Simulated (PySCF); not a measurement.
## Ionising RbB

PBE; Rb def2-SVPD with ECP28, B def2-SVPD; scalar-relativistic core potentials (PySCF 2.14). Neutral (UKS): triplet (σ ↑, π ↑), Re = 3.055 Å, ωe = 229 cm⁻¹, De = 1.06 eV, HOMO -2.49 eV, LUMO -2.11 eV.

RbB⁺ (UKS): doublet (σ ↑), Re = 3.585 Å, ωe = 121 cm⁻¹, De = 0.32 eV to Rb⁺ + B. The energies at the minima are -48.70293 hartree for RbB and -48.51854 for RbB⁺.

(1) Work out the adiabatic ionisation energy, without and with harmonic zero-point energies (1 hartree = 27.2114 eV, 1 eV = 8065.5 cm⁻¹), and the change of the bond length.

Weak bonds: RbB⁺. Basis-set superposition, not corrected here, can be much of De in a small basis, most of all at correlated wavefunction levels. Spin–orbit coupling is left out. For an ion De counts to the pair picked by the measured ionisation energies or electron affinities, which need not be the lowest pair at this level. States were picked by a PBE0 search and need not be the measured ground states.

Answers

(1) At PBE: 0.18439 hartree = 5.018 eV between the minima; the zero-point term (121.0 − 229.0)/2 cm⁻¹ = -0.007 eV makes it 5.011 eV. Re changes by +53.0 pm against the neutral. The electron leaves a π orbital, and the ion is left as a loose complex of an ion and an atom.
